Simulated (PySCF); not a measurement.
GeHI, SMILES [GeH][I] (connectivity only; charge and spin as stated), neutral, multiplicity 1.

Geometry: PBE-D3(BJ)/def2-TZVP. The def2 effective core potentials stand for the cores of I; spin–orbit coupling is left out.

All values below come from PBE-D3(BJ)/def2-TZVP run with PySCF.

Frequencies are harmonic and unscaled.

Computed harmonic wavenumbers and intensities:
| mode | ν (cm⁻¹) | IR (km/mol) | Raman (Å⁴/amu) | depolarisation | moving atoms (share of kinetic energy) |
|---|---|---|---|---|---|
| 1 | 232 | 19.9 | 14.3 | 0.26 | Ge 63 %, I 37 % |
| 2 | 632 | 20.3 | 11.3 | 0.51 | H 98 % |
| 3 | 1831 | 267.0 | 194.6 | 0.35 | H 99 % |
